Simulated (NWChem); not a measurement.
InClF2; SMILES [F][In]([F])[Cl]

Results from NWChem. Medium grid unless said otherwise, to which SCAN and Minnesota functionals are sensitive. Geometry: optimised at PBE0/def2-SVP. def2 effective core potentials on In; no spin-orbit coupling. Total energies of different functionals are on different scales.

```csv
level,energy (Ha),highest occupied level (eV),orbital gap (eV),dipole (D)
B3LYP/def2-SVP,-849.8774,-9.30,5.83,0.99
PBE/def2-SVP,-849.4284,-8.12,4.07,0.82
Hartree-Fock/def2-SVP,-847.3728,-13.17,13.44,1.11
BP86/def2-SVP,-849.9557,-8.22,4.06,0.83
B3PW91/def2-SVP,-849.7883,-9.42,6.00,0.91
r2SCAN0/def2-SVP,-849.6957,-9.96,6.86,0.95
KT2/def2-SVP,-856.8592,-8.24,4.07,0.84
LC-BLYP (range parameter 0.33 per bohr)/def2-SVP,-849.0620,-11.86,10.62,0.87
```
